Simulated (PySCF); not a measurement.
GeF₂Cl₂, SMILES [F][Ge]([F])([Cl])[Cl]. Atoms are numbered in the order given.

```xyz
5

F      0.0000    -1.3720     1.2880
Ge     0.0000     0.0000     0.2527
F      0.0000     1.3720     1.2880
Cl    -1.7696     0.0000    -0.9197
Cl     1.7696     0.0000    -0.9197
```

The structure is a stationary point at B3LYP-D3(BJ)/def2-SVP.

Two levels are set side by side: PBE/pcSseg-1 (PySCF) and KT2/pcSseg-1 (PySCF). GIAO shifts against CFCl3 (¹⁹F), GeH4 (⁷³Ge), HCl (³⁵Cl) at the same level; non-relativistic, no solvent, atoms listed together averaged. Without spin–orbit terms, shifts of atoms bonded to Cl or Br come out too high at both levels. Differences are taken from unrounded values.

| quantity | KT2 |
|---|---|
| δ(¹⁹F) of F1, F3 (ppm) | -105.2 |
| δ(⁷³Ge) of Ge2 (ppm) | 363.3 |
| δ(³⁵Cl) of Cl4, Cl5 (ppm) | 180.3 |

### Question
What does PBE give, and how far is it from KT2? (An estimate is asked for; the answer gives what the named calculation found.)

### Answer

```
quantity                     PBE  PBE minus KT2
-------------------------  -----  -------------
δ(¹⁹F) of F1, F3 (ppm)     -99.7            5.5
δ(⁷³Ge) of Ge2 (ppm)       373.6           10.2
δ(³⁵Cl) of Cl4, Cl5 (ppm)  186.8            6.5
```

Rough cost on one machine, each run with all the roots and properties that it gave: KT2 against PBE within a factor of 2.
